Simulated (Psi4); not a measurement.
C$_{4}$H$_{9}$ (SMILES [CH2]C(C)C), doublet, geometry from GFN2-xTB; Psi4 with B2PLYP/6-31G.

Psi4 was given this input:
```
memory 2 GB

molecule {
0 2
C     0.00343895    0.02707874    0.36145372
H     0.01593184   -0.10399431    1.46074042
C     0.00475813    1.46920007    0.05225443
H    -0.91648563    2.00955334   -0.04081729
H     0.92724045    2.01071965   -0.02101528
C     1.25810793   -0.66327342   -0.18430821
H     1.28125383   -0.59348488   -1.26953638
H     2.15523034   -0.19293024    0.21094343
H     1.26733551   -1.71452144    0.09490627
C    -1.26527340   -0.65633136   -0.15779662
H    -1.31206581   -0.58413275   -1.24212382
H    -1.27317201   -1.70816785    0.11918081
H    -2.15145821   -0.18308581    0.25810204
}

set {
  basis 6-31g
  reference uks
}

energy('b2plyp')
print_variables()
```

**Question.** What does Psi4 print? Leave out banner, timings and long lists.

**Answer.** 
```
   => Loading Basis Set <=

    Name: 6-31G
    Role: ORBITAL
    Keyword: BASIS

         ---------------------------------------------------------
                                   SCF
               by Justin Turney, Rob Parrish, Andy Simmonett
                          and Daniel G. A. Smith
                              UKS Reference
         ---------------------------------------------------------

  ==> Geometry <==

    Molecular point group: c1
    Full point group: C1

    Geometry (in Angstrom), charge = 0, multiplicity = 2:

       Center              X                  Y                   Z               Mass
    ------------   -----------------  -----------------  -----------------  -----------------
         C            0.003331342681     0.008649769409     0.353984733234    12.000000000000
         H            0.015824232681    -0.122423280591     1.453271433234     1.007825032230
         C            0.004650522681     1.450771099409     0.044785443234    12.000000000000
         H           -0.916593237319     1.991124369409    -0.048286276766     1.007825032230
         H            0.927132842681     1.992290679409    -0.028484266766     1.007825032230
         C            1.258000322681    -0.681702390591    -0.191777196766    12.000000000000
         H            1.281146222681    -0.611913850591    -1.277005366766     1.007825032230
         H            2.155122732681    -0.211359210591     0.203474443234     1.007825032230
         H            1.267227902681    -1.732950410591     0.087437283234     1.007825032230
         C           -1.265381007319    -0.674760330591    -0.165265606766    12.000000000000
         H           -1.312173417319    -0.602561720591    -1.249592806766     1.007825032230
         H           -1.273279617319    -1.726596820591     0.111711823234     1.007825032230
         H           -2.151565817319    -0.201514780591     0.250633053234     1.007825032230

  Running in c1 symmetry.

  Rotational constants: A =      0.28603  B =      0.26666  C =      0.15676 [cm^-1]
  Rotational constants: A =   8575.05149  B =   7994.32441  C =   4699.39924 [MHz]
  Nuclear repulsion =  127.194006651305955

  Charge       = 0
  Multiplicity = 2
  Electrons    = 33
  Nalpha       = 17
  Nbeta        = 16

  ==> Algorithm <==

  SCF Algorithm Type is DF.
  DIIS enabled.
  MOM disabled.
  Fractional occupation disabled.
  Guess Type is SAD.
  Energy threshold   = 1.00e-06
  Density threshold  = 1.00e-06
  Integral threshold = 1.00e-12

  ==> Primary Basis <==

  Basis Set: 6-31G
    Blend: 6-31G
    Number of shells: 38
    Number of basis functions: 54
    Number of Cartesian functions: 54
    Spherical Harmonics?: false
    Max angular momentum: 1

  ==> DFT Potential <==

   => LibXC <=

    Version 7.1.2
    S. Lehtola, C. Steigemann, M. J. T. Oliveira, and M. A. L. Marques,  SoftwareX 7, 1–5 (2018) (10.1016/j.softx.2017.11.002)

   => Composite Functional: B2PLYP <=

    B2PLYP Double Hybrid Exchange-Correlation Functional

    S. Grimme, J. Chem. Phys., 124, 034108, 2006

    Deriv               =              1
    GGA                 =           TRUE
    Meta                =          FALSE

    Exchange Hybrid     =           TRUE
    MP2 Hybrid          =           TRUE

   => Exchange Functionals <=

    0.4700     XC_GGA_X_B88

   => Exact (HF) Exchange <=

    0.5300               HF

   => Correlation Functionals <=

    0.7300     XC_GGA_C_LYP

   => MP2 Correlation <=

    0.2700       MP2

   => LibXC Density Thresholds  <==

    XC_GGA_C_LYP:  1.00E-14
    XC_GGA_X_B88:  1.00E-15

   => Molecular Quadrature <=

    Radial Scheme          =       TREUTLER
    Pruning Scheme         =           NONE
    Nuclear Scheme         =       TREUTLER

    Blocking Scheme        =         OCTREE
    BS radius alpha        =              1
    Pruning alpha          =              1
    Radial Points          =             75
    Spherical Points       =            302
    Total Points           =         276178
    Total Blocks           =           2075
    Max Points             =            256
    Max Functions          =             54
    Weights Tolerance      =       1.00E-15

   => Loading Basis Set <=

    Name: (6-31G AUX)
    Role: JKFIT
    Keyword: DF_BASIS_SCF

  ==> Integral Setup <==

  SCF_SUBTYPE=INCORE selected. In-core MEM_DF algorithm will be used.
  Using in-core AOs.

  ==> MemDFJK: Density-Fitted J/K Matrices <==

    J tasked:                   Yes
    K tasked:                   Yes
    wK tasked:                   No
    Algorithm:                 Core
    Schwarz Cutoff:           1E-12
    Mask sparsity (%):       0.2058
    Fitting Condition:        1E-10

   => Auxiliary Basis Set <=

  Basis Set: (6-31G AUX)
    Blend: CC-PVDZ-JKFIT
    Number of shells: 177
    Number of basis functions: 549
    Number of Cartesian functions: 549
    Spherical Harmonics?: false
    Max angular momentum: 3

  Minimum eigenvalue in the overlap matrix is 5.9719709406E-03.
  Reciprocal condition number of the overlap matrix is 1.0932027106E-03.
    Using symmetric orthogonalization.

  ==> Pre-Iterations <==

  SCF Guess: Superposition of Atomic Densities via on-the-fly atomic UHF (no occupation information).

   -------------------------
    Irrep   Nso     Nmo
   -------------------------
     A         54      54
   -------------------------
    Total      54      54
   -------------------------

  ==> Iterations <==

                           Total Energy        Delta E     RMS |[F,P]|

   @DF-UKS iter SAD:  -156.63046857838052   -1.56630e+02   0.00000e+00
   @DF-UKS iter   1:  -157.16623243525373   -5.35764e-01   1.04539e-02 DIIS/ADIIS
   @DF-UKS iter   2:  -157.25034797394557   -8.41155e-02   7.98303e-03 DIIS/ADIIS
   @DF-UKS iter   3:  -157.35266193916053   -1.02314e-01   5.05677e-04 DIIS/ADIIS
   @DF-UKS iter   4:  -157.35324108437243   -5.79145e-04   2.65987e-04 DIIS/ADIIS
   @DF-UKS iter   5:  -157.35338840149717   -1.47317e-04   6.13797e-05 DIIS
   @DF-UKS iter   6:  -157.35340680624574   -1.84047e-05   1.88082e-05 DIIS
   @DF-UKS iter   7:  -157.35340818328200   -1.37704e-06   8.80833e-06 DIIS
   @DF-UKS iter   8:  -157.35340838843015   -2.05148e-07   2.08573e-06 DIIS
   @DF-UKS iter   9:  -157.35340840967950   -2.12493e-08   6.44863e-07 DIIS
  Energy and wave function converged.

  ==> Post-Iterations <==

   Electrons on quadrature grid:
      Nalpha   =   16.9999849238 ; deviation = -1.508e-05
      Nbeta    =   15.9999905778 ; deviation = -9.422e-06
      Ntotal   =   32.9999755016 ; deviation = -2.450e-05

   @Spin Contamination Metric:   6.067731401E-03
   @S^2 Expected:                7.500000000E-01
   @S^2 Observed:                7.560677314E-01
   @S   Expected:                5.000000000E-01
   @S   Observed:                5.000000000E-01

    Orbital Energies [Eh]
    ---------------------

    Alpha Occupied:

[...]
    Alpha Virtual:

[...]
      54A      1.745973

    Beta Occupied:

[...]
      16A     -0.382764

    Beta Virtual:

[...]
    Final Occupation by Irrep:
              A
    DOCC [    16 ]
    SOCC [     1 ]
    NA   [    17 ]
    NB   [    16 ]

  @DF-UKS Final Energy:  -157.35340840967950

   => Energetics <=

    Nuclear Repulsion Energy =            127.1940066513059548
    One-Electron Energy =                -461.9468509890211294
    Two-Electron Energy =                 189.4073182083777169
    DFT Exchange-Correlation Energy =     -12.0078822803420788
    Empirical Dispersion Energy =           0.0000000000000000
    VV10 Nonlocal Energy =                  0.0000000000000000
    Total Energy =                       -157.3534084096795027

  UHF NO Occupations:
  HONO-2 :   15  A 1.9994975
  HONO-1 :   16  A 1.9983684
  HONO-0 :   17  A 1.0000000
  LUNO+0 :   18  A 0.0016316
  LUNO+1 :   19  A 0.0005025
  LUNO+2 :   20  A 0.0004520
  LUNO+3 :   21  A 0.0003990

Computation Completed

Properties will be evaluated at   0.000000,   0.000000,   0.000000 [a0]

Properties computed using the SCF density matrix

 Multipole Moments:

 ------------------------------------------------------------------------------------
     Multipole            Electronic (a.u.)      Nuclear  (a.u.)        Total (a.u.)
 ------------------------------------------------------------------------------------

 L = 1.  Multiply by 2.5417464519 to convert [e a0] to [Debye]
 Dipole X            :          0.0066965           -0.0067106           -0.0000141
 Dipole Y            :          1.1091164           -1.1492485           -0.0401321
 Dipole Z            :          0.5133995           -0.4657730            0.0476265
 Magnitude           :                                                    0.0622806

 ------------------------------------------------------------------------------------

   => Loading Basis Set <=

    Name: (6-31G AUX)
    Role: RIFIT
    Keyword: DF_BASIS_MP2

	 --------------------------------------------------------
	                          DF-MP2
	      2nd-Order Density-Fitted Moller-Plesset Theory

	        Rob Parrish, Justin Turney, Andy Simmonett,
	           Ed Hohenstein, and C. David Sherrill
	 --------------------------------------------------------

	 --------------------------------------------------------
	                 NBF =    54, NAUX =   350
	 --------------------------------------------------------
	   CLASS    FOCC     OCC    AOCC    AVIR     VIR    FVIR
	   ALPHA       0      17      17      37      37       0
	    BETA       0      16      16      38      38       0
	 --------------------------------------------------------

	-----------------------------------------------------------
	 ==================> DF-MP2 Energies <====================
	-----------------------------------------------------------
	 Reference Energy          =    -157.3534084096795027 [Eh]
	 Singles Energy            =      -0.0000000000000000 [Eh]
	 Same-Spin Energy          =      -0.0905089294048711 [Eh]
	 Opposite-Spin Energy      =      -0.3434556822897494 [Eh]
	 Correlation Energy        =      -0.4339646116946205 [Eh]
	 Total Energy              =    -157.7873730213741226 [Eh]
	-----------------------------------------------------------
	 ================> DF-SCS-MP2 Energies <==================
	-----------------------------------------------------------
	 SCS Same-Spin Scale       =       0.3333333333333333 [-]
	 SCS Opposite-Spin Scale   =       1.2000000000000000 [-]
	 SCS Same-Spin Energy      =      -0.0301696431349570 [Eh]
	 SCS Opposite-Spin Energy  =      -0.4121468187476993 [Eh]
	 SCS Correlation Energy    =      -0.4423164618826563 [Eh]
	 SCS Total Energy          =    -157.7957248715621574 [Eh]
	-----------------------------------------------------------

    B2PLYP Energy Summary
    ---------------------
    DFT Reference Energy                  =  -157.3534084096795027
    Scaled MP2 Correlation                =    -0.1171704451575476
    @Final double-hybrid DFT total energy =  -157.4705788548370435

  Variable Map:
  ----------------------------------------------------------------------------
[...]
  Array Variable Map:
  ----------------------------------------------------------------------------
[...]
[...]
```
